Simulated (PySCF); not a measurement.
## Polarisability and C₆ of Ti⁺ (titanium, charge +1)

[Ar] 3d2 4s1, high-spin 4F determinant. Calculation: PySCF 2.14, in x2c-QZVPPall with one added diffuse shell each of s, p, d, f, g type (12s8p6d4f3g, 121 functions); the spin-free X2C one-electron Hamiltonian (Gaussian nucleus). Coupled (time-dependent) response in atomic units; α is the mean over directions.

| method | mean α (bohr³) | C₆ (like pair) | S(−4) |
| --- | --- | --- | --- |
| UHF | 62.63 | 427.2 | 3583 |
| PBE | 46.34 | 292.4 | 1770 |

S(−4) is the Cauchy moment in α(ω) = α(0) + S(−4) ω² + …

α(iu) at UHF:

```tsv
u (hartree)	α(iu) (bohr³)
0	62.63
0.0500	54.88
0.100	40.54
0.200	21.24
0.300	12.94
0.500	6.833
0.750	4.247
1.00	3.067
1.50	1.909
2.00	1.320
3.00	0.7381
5.00	0.3247
```

For an ion, C₆ is the dispersion term alone; charge-induced terms of lower order in 1/R come first.
